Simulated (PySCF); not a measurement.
Which determinant of BSb lies lowest?

Unrestricted PBE0; B x2c-SVPall, Sb x2c-SVPall; spin-free X2C with a Gaussian nucleus (PySCF 2.14). Outer shells of the fragments: B 2s2 2p1; Sb 4d10 5s2 5p3.

Followed along the bond (rough minima from three points):

| 2Ms+1 | unpaired | ⟨S²⟩ at the start | R at minimum (Å) | Te (eV) |
| --- | --- | --- | --- | --- |
| 3 | σ ↑, π ↑ | 2.02 | 2.06 | 0.00 |
| 1 | σ ↓, π ↑ | 1.09 | 2.06 | 0.13 |
| 3 | π ↑↑ | 2.01 | 2.31 | 0.61 |
| 1 | none | 0.00 | 1.95 | 0.87 |
| 1 | π ↑↓ | 1.00 | 2.30 | 0.89 |

Solutions found at the starting distance of 2.180 Å, counted from the lowest of them; the search is not exhaustive and high or unbound solutions are not listed, so other states can lie among these:

| 2Ms+1 | unpaired | term | E (eV) | ⟨S²⟩ | ⟨Lz²⟩ | μ (D) |
| --- | --- | --- | --- | --- | --- | --- |
| 3 | σ ↑, π ↑ | ³Π | 0.00 | 2.02 | 1.02 | 0.71 |
| 1 | σ ↓, π ↑ | mixed | 0.12 | 1.09 | 1.00 | 0.64 |
| 3 | π ↑↑ | ³Σ⁻ | 0.55 | 2.01 | 0.00 | 2.46 |
| 1 | π ↑↓ | mixed | 0.83 | 1.00 | 2.01 | 2.56 |
| 1 | none | ¹Σ⁺ | 1.16 | 0.00 | 0.00 | 0.37 |
| 5 | σ ↑, π ↑↑↑ | ⁵Π | 1.44 | 6.00 | 1.00 | 1.40 |
| 1 | none | mixed | 1.61 | 0.00 | 2.00 | 2.82 |
| 3 | σ ↑, π ↑↑↓ | mixed | 1.92 | 3.01 | 3.02 | 1.30 |
| 3 | σ ↓, π ↑↑↑ | mixed | 2.15 | 3.02 | 1.00 | 1.91 |
| 1 | σ ↑, π ↑↓↓ | mixed | 2.39 | 2.02 | 3.02 | 1.95 |
| 3 | π ↑↑ | mixed | 2.65 | 2.11 | 2.01 | 0.33 |
| 3 | π ↑↑ | mixed | 3.17 | 2.08 | 2.01 | 0.05 |
| 5 | π ↑↑↑↑ | ⁵Σ⁺ | 4.11 | 6.13 | 0.00 | 1.37 |
| 5 | σ ↑↑, π ↑↑ | mixed | 4.38 | 6.11 | 2.01 | 1.76 |

A term symbol is given only where ⟨S²⟩ and ⟨Lz²⟩ are close to those of a pure state; real π, δ and φ orbitals otherwise mix terms. A positive dipole means B(−)Sb(+).

Spin–orbit coupling is left out.
